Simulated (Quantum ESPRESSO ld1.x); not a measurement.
Species: Eu52+. Configuration: [Ne] 3s1.

All-electron calculation, scalar-relativistic Kohn-Sham, LDA (Slater exchange, Perdew-Zunger correlation), spin-polarised, spherical densities, point nucleus; open shells are filled with parallel spins first. Program: ld1.x of Quantum ESPRESSO 7.5.

Energy parts (eV):
| part | energy |
|---|---|
| total | -216065.0 |
| kinetic | 235724.7 |
| electron-nucleus | -468372.3 |
| Hartree | 19512.4 |
| exchange-correlation | -2929.7 |

Orbitals (lengths in bohr, moments of r in powers of bohr; <r^-3> diverges for s and p1/2; r(max) is where P^2 peaks):
1s up: occ. 1; eigenvalue (eV) -52265.5; r(max) 0.014; <r> 0.02232
1s down: occ. 1; eigenvalue (eV) -52261.5; r(max) 0.014; <r> 0.02232
2s up: occ. 1; eigenvalue (eV) -11640.6; r(max) 0.080; <r> 0.09361
2s down: occ. 1; eigenvalue (eV) -11636.4; r(max) 0.080; <r> 0.09357
2p up: occ. 3; eigenvalue (eV) -10820.0; r(max) 0.064; <r> 0.08224; <r^-3> 11170
2p down: occ. 3; eigenvalue (eV) -10816.3; r(max) 0.064; <r> 0.08221; <r^-3> 11170
3s up: occ. 1; eigenvalue (eV) -4806.04; r(max) 0.214; <r> 0.2234
3s down: occ. 0; eigenvalue (eV) -4779.84; r(max) 0.212; <r> 0.2233

The highest occupied level is 3s up at -4806.0 eV. Summed over all electrons, <r^2> = 0.1281 bohr^2, which gives a Langevin (diamagnetic) susceptibility term of -0.101 x 10^-6 cm^3/mol. The density falls to 0.001 e/bohr^3 at r = 0.59 bohr. Spin moment in Bohr magnetons: 1.
